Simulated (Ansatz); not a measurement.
Species: C₂H₈Cl₂OSi₂, net charge 0, singlet state. 
Geometry from a B3LYP-D3(BJ)/def2-TZVP (Ansatz, an electronic-structure program) optimisation:
```xyz
15

C     -2.1678    -1.0660     0.5123
Si    -1.7940     0.1966    -0.8062
C     -2.3525     1.9050    -0.3191
O     -0.1482     0.2394    -1.0748
Si     1.2743     0.0695    -0.3539
Cl     1.6425    -1.9095     0.0538
Cl     1.2859     1.0944     1.4321
H     -1.7025    -0.7880     1.4607
H     -1.7960    -2.0525     0.2308
H     -3.2452    -1.1438     0.6764
H     -2.3973    -0.2009    -2.0986
H     -1.8796     2.2129     0.6159
H     -3.4356     1.9331    -0.1772
H     -2.0945     2.6365    -1.0871
H      2.3496     0.5846    -1.2011
```

Basis-set convergence of Hartree-Fock and MP2 correlation energies (hartree) with Ansatz. Correlated levels leave the core frozen unless marked. No spin-orbit coupling. No relativistic terms.

```
basis            functions        E(HF)  E(corr, MP2)
---------------  ---------  -----------  ------------
aug-cc-pV(D+d)Z        269  -1652.40350      -1.00034
aug-cc-pV(T+d)Z        542   (withheld)    (withheld)
```

### Question
Some entries are withheld; supply them.

### Answer

- aug-cc-pV(T+d)Z, E(HF): -1652.51188
- aug-cc-pV(T+d)Z, E(corr, MP2): -1.23012
